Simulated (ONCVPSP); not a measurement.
## Transferability test, ONCV potential for ruthenium (Ru)

| Quantity | Value |
| --- | --- |
| Element | ruthenium (Ru) |
| Generator | ONCVPSP 4.0.1 |
| Type | optimised norm-conserving Vanderbilt (ONCV) |
| Functional | PBEsol |
| Relativity | fully relativistic |
| Frozen core | [Ar] 3d10 |
| Valence charge | 16 |
| Reference configuration | 4s2 4p6 4d7.5 5s0.5 |
| Partial waves | 4s+5s: rc 1.55 bohr, ncon 5, nbas 8, qcut 7.5 1/bohr, 2 projectors; 4p: rc 1.90 bohr, ncon 3, nbas 6, qcut 9.2 1/bohr, 2 projectors, debl 1.6 Ha; 4d: rc 1.50 bohr, ncon 4, nbas 7, qcut 7.1 1/bohr, 2 projectors, debl 1.6 Ha |
| Local potential | polynomial inside 1.15 bohr (lpopt 5, dvloc0 0 Ha) |
| Core correction | Teter function, fcfact 5.25, rcfact 1 |

Open shells are filled in proportion to 2j + 1.

In the p channel the program set the typed energies aside and used -1.613, 0.250 Ha (j = l + 1/2; the other j can differ).

Energies are relative to the spin-unpolarised reference configuration 4s2 4p6 4d7.5 5s0.5; without spin polarisation the order of configurations can differ from experiment.

```json
{"valence configuration": "4s2 4p6 4d7 5s1", "charge": "0", "ΔE all-electron (eV)": "0.314", "error AE − PS (meV)": "-0.2"}
{"valence configuration": "4s2 4p6 4d6 5s0", "charge": "+2", "ΔE all-electron (eV)": "25.799", "error AE − PS (meV)": "+0.5"}
{"valence configuration": "4s2 4p6 4d7 5s0 5p1", "charge": "0", "ΔE all-electron (eV)": "3.830", "error AE − PS (meV)": "+0.1"}
```

Problem. What are ΔE and the potential's error for 4s2 4p6 4d7 5s0?

Solution. ΔE = 7.615 eV all-electron; the error (AE − PS) is +0.2 meV.

Levels in the configuration 4s2 4p6 4d7 5s0:

```csv
level,all-electron (eV),pseudo (eV)
4s j=1/2,-83.662,-83.663
4p j=3/2,-52.720,-52.720
4p j=1/2,-56.107,-56.107
4d j=5/2,-12.414,-12.414
4d j=3/2,-12.747,-12.747
```

These tests converged, but a pseudo level misses the all-electron one widely, so the file describes the atom poorly there or has found another state: 4s2 4p6 4d7 5s0 5p1: empty 5s by 5.1 eV.
